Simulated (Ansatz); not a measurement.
Basis-set extrapolation for C₂H₈BClSi (`CB(C)[SiH2]Cl`) (PBE0-D4/def2-TZVP geometry, frozen core, the Gaussian-basis code of Ansatz). Multiplicity 1, RHF reference.

```json
{"": "HF", "def2-TZVPP": "-853.623930", "def2-QZVPP": "-853.650540"}
{"": "MP2 correlation", "def2-TZVPP": "-0.764882", "def2-QZVPP": "-0.822648"}
{"": "CCSD(T) correlation", "def2-TZVPP": "-0.867151", "def2-QZVPP": "not run"}
```

Energies in hartree. Use E(X) = E(∞) + A·exp(−7.88·√X) for Hartree–Fock and E(X) = E(∞) + B·X^(−2.97) for correlation, with X = 3 and 4, and add CCSD(T) minus MP2 of the smaller set to the MP2 limit.

Task: What is the CCSD(T) energy at the basis-set limit?

Result: HF limit: -853.650540 + (-0.026610) × 0.13774 = -853.65421. MP2 limit: -0.822648 + (-0.057766) × 0.74074 = -0.86544. Higher-order term: -0.867151 − (-0.764882) = -0.10227. Total: -854.62192 hartree, 82.1 kcal/mol below CCSD(T)/def2-TZVPP.
